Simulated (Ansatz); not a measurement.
The molecule ZnS, multiplicity 3 (not the ground state: that is measured with 2S+1 = 1). No spin–orbit coupling. Zn is treated without relativity.

The constants come from a fifth-degree fit in 1/R (seven points, main isotopes). Runs in def2 and cc sets follow the lowest solution found near the PBE0 minimum.

Correlated levels freeze the inner cores; with def2 sets outer-core shells near the valence are correlated too.

The values were computed with Ansatz (a first-principles code). Each number belongs to the level named beside it.

```csv
level,r_e (Å),ω_e (cm⁻¹),ω_e x_e (cm⁻¹),dipole (D)
PBE/def2-TZVPP,2.271,305,2.0,1.55
PBE0/def2-TZVPP,2.255,___,2.0,1.85
wB97X-V/def2-TZVPP,2.240,342,1.8,2.01
CCSD/def2-TZVPP,2.262,333,2.0,-
CCSD(T)/def2-TZVPP,___,___,2.0,-
```

Q: Some entries are withheld; supply them.

A: 
- CCSD(T)/def2-TZVPP, r_e (Å): 2.260
- CCSD(T)/def2-TZVPP, ω_e (cm⁻¹): 329
- PBE0/def2-TZVPP, ω_e (cm⁻¹): 326
